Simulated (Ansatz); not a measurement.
Ansatz (an electronic-structure program) input for C3HF4, SMILES FC(F)(F)C(=[CH])F, multiplicity 2, PBE/def2-SVPD. Geometry optimised at B3LYP-D3(BJ)/def2-SVP. The isomer is the one that the SMILES or the coordinates give; other isomers of the formula were not compared.

Ansatz 0.2 input:
```yaml
crystal:
  periodic: [false, false, false]
  atoms:
    - {symbol: C, position_ang: [1.22426613, -1.64886807, -0.00000000]}
    - {symbol: C, position_ang: [0.10379045, -0.96609146, 0.00000000]}
    - {symbol: F, position_ang: [-1.11100494, -1.52418294, -0.00000000]}
    - {symbol: C, position_ang: [0.01684014, 0.54890707, 0.00000000]}
    - {symbol: F, position_ang: [-0.63998606, 0.98681245, -1.08079279]}
    - {symbol: F, position_ang: [-0.63998605, 0.98681245, 1.08079279]}
    - {symbol: F, position_ang: [1.23929476, 1.09243983, -0.00000000]}
    - {symbol: H, position_ang: [2.29576033, -1.48062128, -0.00000001]}
basis:
  gaussian:
    orbitals: def2-SVPD
hamiltonian:
  xc: {name: PBE}
magnetization: {spin_polarized: true, initial_magnetization: 1}
```

Output:

```
WARN ansatz: RAYON_NUM_THREADS=1 ignored (pool sized by the plan → 1); use --threads N
Functional definition: PBE
integrals: 0.09 GiB planned
1311 factors; their error is unknown
mean field: 0.76 GiB planned
mean field evaluation 1: about -13963.5671 eV, gradient 3.5e1 eV
mean field evaluation 2: about -13957.6623 eV, gradient 5.3e1 eV
mean field evaluation 4: about -13968.0364 eV, gradient 4.4e0 eV
mean field evaluation 8: about -13968.1292 eV, gradient 2.1e-1 eV
mean field evaluation 16: about -13968.0508 eV, gradient 1.7e-3 eV
mean field -13968.05084166 eV, -513.3164005461 hartree, gradient 8.2e-6 eV, S^2 0.759403; 0 other end points of the search recorded, 0 dependent functions left out
reference -13968.05089051 eV, -513.3164023415 hartree; 28, 27 occupied and 132, 133 virtual orbitals, 1311 factors
Total energy: -13968.05089051 eV, -513.3164023415 hartree
```

Self-consistency was reached.
